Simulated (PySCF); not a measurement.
Run record: excited-state job, `C[Se]CC(N)=O`.

Method: TDDFT PBE0/def2-SVPD, vertical, gas phase, core orbitals frozen in the response (PySCF 2.14.0, density-fitted response routines). Geometry: GFN2-xTB. A driver script takes a list of jobs; this job's settings line and coordinates (Å) are shown.

Command:
```bash
OMP_NUM_THREADS=1 python probes_run.py task.json out
```

Input:
```
{"job": {"kind": "uv", "xc": "PBE0", "basis": "def2-SVPD", "nstates": 6, "ntriplets": 2}, "charge": 0, "multiplicity": 1}
C      2.081620     0.532944    -0.031568
Se     0.665907     0.960579     1.237182
C     -0.450011    -0.637308     0.906913
C     -0.995291    -0.565343    -0.499779
N     -2.020524     0.302441    -0.652372
O     -0.540017    -1.213932    -1.414893
H      2.674878    -0.289877     0.360379
H      2.699008     1.419334    -0.146961
H      1.629221     0.257287    -0.980613
H     -1.239869    -0.626772     1.657552
H      0.183190    -1.516163     1.027517
H     -2.310078     0.907871     0.095545
H     -2.382424     0.469425    -1.576630
```

Output:
```
coarse grid: 50480 points
cycle   1  E = -2648.9235938812  dE = -1.636e-01  |g| = 7.997e-01  |ddm| = 4.665e+00
cycle   2  E = -2648.4436897814  dE =  4.799e-01  |g| = 1.721e+00  |ddm| = 2.616e+00
cycle   3  E = -2649.0505883439  dE = -6.069e-01  |g| = 1.693e-01  |ddm| = 2.013e+00
cycle   4  E = -2649.0556895624  dE = -5.101e-03  |g| = 7.963e-02  |ddm| = 2.899e-01
cycle   5  E = -2649.0570042769  dE = -1.315e-03  |g| = 1.317e-02  |ddm| = 1.031e-01
cycle   6  E = -2649.0570503654  dE = -4.609e-05  |g| = 4.329e-03  |ddm| = 2.907e-02
cycle   7  E = -2649.0570540636  dE = -3.698e-06  |g| = 1.122e-03  |ddm| = 6.405e-03
final grid: 106504 points
cycle   8  E = -2649.0570918156  dE =  3.316e-07  |g| = 1.869e-03  |ddm| = 8.999e-03
cycle   9  E = -2649.0570898926  dE =  1.923e-06  |g| = 3.558e-03  |ddm| = 5.763e-03
cycle  10  E = -2649.0570926068  dE = -2.714e-06  |g| = 3.194e-04  |ddm| = 3.648e-03
cycle  11  E = -2649.0570926320  dE = -2.527e-08  |g| = 4.788e-05  |ddm| = 4.302e-04
cycle  12  E = -2649.0570926324  dE = -3.924e-10  |g| = 8.531e-06  |ddm| = 6.104e-05
converged SCF energy = -2649.0570926324

Static polarisability (au): isotropic 76.921, principal 66.160 79.287 85.317

Singlet excitations
state   eV       nm        f      main configurations
  1   4.3794    283.1   0.00482   H->L 0.97
  2   5.1005    243.1   0.02143   H->L+1 0.90
  3   5.4685    226.7   0.00689   H-1->L 0.69
  4   5.8153    213.2   0.01268   H->L+2 0.95
  5   5.9905    207.0   0.01067   H->L+3 0.93
  6   6.3670    194.7   0.03214   H->L+4 0.87

Triplet excitations (Tamm-Dancoff, eV): 3.8887 4.6747
```

The SCF starts on a coarse grid where the log names one; the energy can jump when the final grid takes over, and dE then counts from the start density on the new grid. H and L stand for HOMO and LUMO; the number after each pair is its weight.

Q: Which computed singlet has the largest oscillator strength, and what do all of them sum to?

A: State 6 at 6.37 eV (195 nm), f = 0.032; the 6 states sum to 0.089.

Main results: HOMO -6.30 eV, LUMO -0.45 eV; lowest singlet 4.38 eV; lowest triplet 3.89 eV (Tamm–Dancoff); mean polarisability 76.9 au.

 Relativistic effects, spin–orbit coupling among them, are left out although an element past zinc is present.

Cost: about 80 s of CPU time on one thread (with the writing of density and orbital grids); the machine was shared, so the figure is rough.

One conformer stands for the species.
Labels such as C1 count atoms from 1, the log's own numbers from 0.
